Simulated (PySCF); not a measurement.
Static response to an electric field

Compound: GeH₆OSi.
Numbering: `[SiH3:1][O:2][GeH3:3]` (hydrogens: H4, H5, H6 on Si1; H7, H8, H9 on Ge3)

Structure used (PBE0-D3(BJ)/def2-SVP), in Å, numbered top down from 1:
```
atom  x, y, z in Å
Si1    1.5735   -0.2821    0.0390
O2     0.0987    0.0841   -0.6143
Ge3   -1.5740    0.2940   -0.0534
H4     2.3771   -1.0311   -0.9701
H5     2.3129    0.9609    0.4201
H6     1.4153   -1.1286    1.2656
H7    -1.7228   -0.4063    1.3116
H8    -2.4746   -0.3512   -1.1161
H9    -1.8463    1.8029    0.0689
```

Level: B3LYP/def2-SVPD (PySCF), static field, nuclei fixed, core orbitals frozen in the response. The polarisability tensor in these axes (au):

```
x   70.05 -2.17  0.49
y   -2.17 59.18  0.15
z    0.49  0.15 58.19
```

**Question.** Diagonalise the tensor; give its mean and Δα, where Δα² is half the sum of the squared differences of the eigenvalues.

**Answer.** Principal values 58.08, 58.85 and 70.48 au; mean 62.47 au = 9.26 Å³ = 10.30 × 10⁻⁴⁰ C²·m²/J; Δα = 12.03 au (19 % of the mean).

**Question.** What is the dipole moment, and where does it point?

**Answer.** (-1.05, 0.08, 0.58) D, 1.20 D in size, pointing from the negative to the positive side. Measured along this direction, the outermost atoms are H4 at the negative end and H7 at the positive end.

**Question.** Sum over states: ᾱ = Σ f/ω², ω in Eh. What share falls to these 10 lowest TDDFT singlets (eV, f)? 6.48, 0.0009; 6.82, 0.0043; 7.28, 0.0574; 7.61, 0.0587; 7.79, 0.0005; 7.87, 0.0068; 8.00, 0.0161; 8.06, 0.0206; 8.27, 0.0033; 8.30, 0.0125.

**Answer.** They add up to 2.31 au, 3.7 % of the 62.47 au; the largest single term is 0.80 au, from the state at 7.28 eV. Terms in order: 0.02, 0.07, 0.80, 0.75, 0.01, 0.08, 0.19, 0.24, 0.04, 0.13 au. Higher excitations give the rest. The strengths listed sum to 0.181.

**Question.** Find the Langevin capture rate constant for H3+ (3.023 u) meeting this molecule (123.940 u), k = 2.342 × 10⁻⁹ cm³/s × √(α in Å³ / reduced mass in u).

**Answer.** The reduced mass is 2.95 u, so k = 4.15 × 10⁻⁹ cm³/s. The formula leaves out the permanent dipole, which adds to the capture rate.

**Question.** Give the eigenvalues of the traceless quadrupole moment Θ = ½Σq(3rr − r²1), origin at the centre of nuclear charge.

**Answer.** -1.56, -0.43, 2.00 D·Å. The values depend on the origin, since the dipole doesn't vanish. The electronic extent ⟨r²⟩ about the same centre is 609 bohr², a root-mean-square distance of 1.69 Å for the 60 electrons.

**Question.** Rayleigh depolarisation ratio (linearly polarised light, static tensor)?

**Answer.** ρ = 3Δα²/(45ᾱ² + 4Δα²) = 434.4/(175605 + 579.2) = 0.00247.

**Question.** In a dilute gas of rigid molecules at 250 K, how does the orientational term μ²/3kT compare with the electronic polarisability?

**Answer.** In Gaussian units μ²/3kT = 13.94 Å³ against 9.26 Å³, a ratio of 1.51; the Debye molar polarisation (4π/3)N_A(α + μ²/3kT) is 58.5 cm³/mol, leaving out the vibrational part.

Isolated species at its PBE0-D3(BJ)/def2-SVP geometry, gas phase. The calculation is non-relativistic, for germanium too.
